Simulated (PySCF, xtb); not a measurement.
Te(F)(Me) (CH₃FTe), SMILES C[Te]F.

Geometry optimised at PBE-D3(BJ)/def2-TZVP. The def2 effective core potentials stand for the cores of Te; spin–orbit coupling is left out.

Calculation: IEF-PCM-PBE0/def2-SVP (PySCF 2.14.0).

The values are the electrostatic part of the solvation free energy, E(continuum) − E(gas) at the gas-phase geometry, in a cavity of scaled van der Waals radii (PySCF's table); cavitation and dispersion terms are not included. In vacuum the orbital gap is 4.13 eV. The dipole moment in vacuum is 2.82 D.

| solvent | ε | ΔG(elec) (kcal/mol) | dipole (D) | gap (eV) |
|---|---|---|---|---|
| water | 78.36 | -4.7 | 3.61 | 4.24 |
| methanol | 32.61 | -4.6 | 3.59 | 4.23 |
| benzene | 2.27 | -2.1 | 3.17 | 4.17 |

For comparison, GFN2-xTB/ALPB(water) (xtb, at the GFN2-xTB geometry, all terms of that model) gives -4.2 kcal/mol.
